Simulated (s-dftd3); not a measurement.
C$_{3}$H$_{7}$O$_{2}$, doublet, geometry from GFN2-xTB; s-dftd3 with D3(bj) for revpbe.

Here is a job for s-dftd3.
```
$ s-dftd3 mol.xyz --bj revpbe --json dftd3.json --noedisp --grad

# file mol.xyz
12

C      1.50819162    -0.73795999     0.43248046
C      0.57207632     0.36972919    -0.09477346
O     -0.13100864     0.98699105     0.97305001
C     -0.45295305    -0.16437097    -1.03736454
O     -1.70715484    -0.42723192    -0.57774833
H      2.25959940    -0.31797272     1.10030602
H      2.01077026    -1.21954514    -0.40067598
H      0.92816150    -1.48208559     0.97345271
H      1.19400709     1.11886106    -0.61749632
H      0.50509671     1.28814348     1.62799971
H     -0.16818726    -0.71204669    -1.91491081
H     -1.78802916     0.04218330     0.26685666
```

Q: Predict the main parts of the log of this s-dftd3 run.

A: 
```
-----------------------------------
 s i m p l e   D F T - D 3  v1.4.0
-----------------------------------

Rational (Becke-Johnson) damping: revpbe-D3(BJ)
---------------------
  s6         1.0000
  s8         2.3550
  s9         0.0000
  a1         0.5238
  a2         3.5016
 alp        14.0000
--------------------

Dispersion energy:      -2.0892868085825E-02 Eh

Gradient norm:           1.9987197834572E-03 Eh/a0
--------------------------------------------------
     #    Z           dE/dx      dE/dy      dE/dz
--------------------------------------------------
     1    6 C     5.820E-04 -2.903E-04  1.934E-04
     2    6 C     1.380E-04  1.940E-04 -2.103E-05
     3    8 O    -1.627E-04  4.916E-04  3.458E-04
     4    6 C    -5.063E-04  1.510E-05 -5.245E-04
     5    8 O    -6.796E-04 -1.229E-04 -2.272E-04
     6    1 H     3.998E-04 -1.662E-04  1.915E-04
     7    1 H     4.229E-04 -3.003E-04  1.061E-05
     8    1 H     2.915E-04 -4.746E-04  2.983E-04
     9    1 H     2.006E-04  3.785E-04 -1.843E-04
    10    1 H    -5.559E-06  4.175E-04  4.235E-04
    11    1 H    -1.882E-04 -1.351E-04 -5.193E-04
    12    1 H    -4.924E-04 -7.279E-06  1.328E-05
--------------------------------------------------

Virial:
--------------------------------------------------
      component           x          y          z
--------------------------------------------------
          x       1.047E-02 -1.719E-03  3.115E-03
          y      -1.719E-03  5.671E-03  1.073E-03
          z       3.115E-03  1.073E-03  6.417E-03
--------------------------------------------------

[Info] JSON dump of results written to 'dftd3.json'
```
